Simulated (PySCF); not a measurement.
## Worked example: oscillator strength and radiative lifetime

C4H5BO, SMILES B1(COC1)C#C.

The structure is a stationary point at PBE0-D3(BJ)/def2-SVP. This is a generated structure with no PubChem entry under its InChIKey; it may be hypothetical.

TDA-B3LYP/def2-SVPD (PySCF 2.14.0) puts the first singlet state with f over 0.02 at 3.98 eV (vertical), with the transition dipole (0.000, 0.000, 0.601) in atomic units.

### Question
Find the oscillator strength, the wavelength and the radiative lifetime that this transition would have in vacuum if emission retraced absorption.

### Answer

|μ|² = 0.3612 au, so |μ| = 1.53 D. ΔE = 3.98/27.211 = 0.1463 hartree. f = (2/3) ΔE |μ|² = 0.035 (the program prints 0.035).
λ = 1239.84/3.98 = 312 nm; ν = 32101 cm⁻¹.
Einstein's coefficient A = 0.6670 ν² f s⁻¹ (ν in cm⁻¹) = 2.4e7 s⁻¹, so τ = 1/A = 41 ns. This state is S1. The figure is the radiative limit of this one transition; relaxation, internal conversion, crossing to triplets and a medium change what is measured.
